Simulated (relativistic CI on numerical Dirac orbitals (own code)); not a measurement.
## Level scheme of Te20+

These numbers are calculated, not measured: Dirac-Coulomb-Breit CI, separate exchange-only KLI orbitals for each configuration, model QED, unscaled Slater integrals (own radial code, finite nucleus).

Configuration list (outside the closed core [Ar] 3d10): 4s2.4p2, 4s.4p3, 4s2.4p.4d, 4p4, 4s.4p2.4d, 4s2.4p.4f, 4s.4p2.4f, 4p3.4d, 4s.4p.4d2, 4s2.4d.4f, 4p3.4f, 4s2.4p.5s, 4s2.4d2, 4s.4d3, 4s.4d2.4f, 4p2.4d2, 4p.4d3, 4p.4d2.4f, 4p.4d2.5s, 4s2.4f2, 4s.4d.4f2, 4s.4f3, 4p2.4f2, 4p.4d.4f2, 4p.4f3, 4p.4f2.5s. Double excitations out of closed p, d and f shells are left out; levels of such configurations are missing from the list, as are those of other unlisted configurations, and high levels can miss mixing partners.

The lowest level is 4s2.4p2 3P_0, with 79 % of that term; Hund's rules for 4s2.4p2 give 3P with J = 0, in agreement.

```csv
No.,Configuration,Term,J,E (eV),%,Next component (%),Landé g
1,4s2.4p2,3P,0,0.000,79,20 1S,
2,4s2.4p2,3P,1,10.783,98,1 4s.4p2.4d 3P,1.500
3,4s2.4p2,1D,2,13.129,51,47 3P,1.238
4,4s2.4p2,3P,2,25.765,51,47 1D,1.260
5,4s2.4p2,1S,0,31.610,78,20 3P,
6,4s.4p3(4S°),5S°,2,54.316,72,21 3P°,1.836
7,4s.4p3(2D°),3D°,1,63.453,61,21 3P°,0.815
8,4s.4p3(2D°),3D°,2,66.516,61,19 5S°,1.365
9,4s.4p3(2D°),3D°,3,70.156,93,6 4s2.4p.4d 3D°,1.332
10,4s.4p3(2P°),3P°,0,75.345,95,4 4s2.4p.4d 3P°,
11,4s.4p3(2P°),3P°,1,76.940,63,21 3D°,1.293
12,4s.4p3(2D°),1D°,2,77.665,39,20 3P°,1.192
13,4s.4p3(4S°),3S°,1,84.210,51,33 1P°,1.538
14,4s.4p3(2P°),3P°,2,87.089,37,23 1D°,1.211
15,4s2.4p.4d,3F°,2,91.503,77,15 4s.4p3 1D°,0.759
16,4s2.4p.4d,3F°,3,96.069,85,7 3D°,1.097
17,4s.4p3(2P°),1P°,1,97.925,43,31 3S°,1.324
18,4s2.4p.4d,3P°,2,99.588,48,20 1D°,1.281
19,4s2.4p.4d,3D°,1,100.844,55,20 3P°,0.853
20,4s2.4p.4d,3F°,4,105.487,98,1 4p3.4d 3F°,1.249
21,4s2.4p.4d,1D°,2,109.228,41,34 3D°,1.047
22,4s2.4p.4d,3P°,0,110.384,93,4 4s.4p3 3P°,
23,4s2.4p.4d,3D°,3,111.444,69,13 1F°,1.258
24,4s2.4p.4d,3P°,1,111.555,64,26 3D°,1.204
25,4s2.4p.4d,3P°,2,113.221,41,36 3D°,1.300
26,4s2.4p.4d,1F°,3,119.177,79,17 3D°,1.059
27,4s2.4p.4d,1P°,1,120.983,77,10 3D°,0.965
28,4p4,3P,2,124.431,57,22 1D,1.355
29,4p4,3P,0,130.643,46,36 1S,
30,4s.4p2(3P)<4P>.4d,5F,1,132.908,72,14 3D,0.273
31,4s.4p2(3P)<4P>.4d,5F,2,134.484,61,19 5D,1.135
32,4p4,3P,1,136.360,69,22 4s.4p2.4d 3P,1.407
33,4s.4p2(3P)<4P>.4d,5F,3,137.498,51,31 5D,1.352
34,4p4,1D,2,137.649,52,20 3P,1.136
35,4s.4p2(3P)<4P>.4d,5D,0,142.143,92,6 3P,
36,4s.4p2(3P)<4P>.4d,5D,1,142.824,79,9 5F,1.365
37,4s.4p2(3P)<4P>.4d,5D,2,142.890,44,23 5F,1.214
38,4s.4p2(3P)<4P>.4d,5F,4,143.309,74,21 5D,1.369
39,4s.4p2(3P)<4P>.4d,5F,3,143.467,37,26 3F,1.283
40,4s.4p2(3P)<4P>.4d,3F,2,145.564,62,7 3P,0.890
41,4s.4p2(3P)<4P>.4d,5D,4,145.904,45,36 3F,1.359
42,4s.4p2(3P)<4P>.4d,5F,5,147.450,80,20 3G,1.359
43,4s.4p2(1D)<2D>.4d,3F,3,150.041,51,30 5P,1.286
44,4s.4p2(3P)<4P>.4d,3P,2,150.419,39,16 3F,1.299
45,4s.4p2(3P)<4P>.4d,5P,3,152.494,40,30 5D,1.481
```

Energies count from the lowest computed level; ° marks odd parity. Percentages are summed over parent terms; the parents shown are those of the largest component, closed shells are left out there, and <> holds an intermediate term.

The mean weight of the leading LS term, summed over parents, in these 45 levels is 63 %, and that of the leading jj configuration (from the same eigenvectors) 74 %, so jj coupling describes them better and the LS labels are nominal.

At this charge energies of transitions that change n are usually good to better than 1 %, and those within a shell (Δn = 0) to a few per cent.

LS names give the leading component of a level, which can be under half, so a name can repeat, a term be missing and a line seem to break the LS rules.
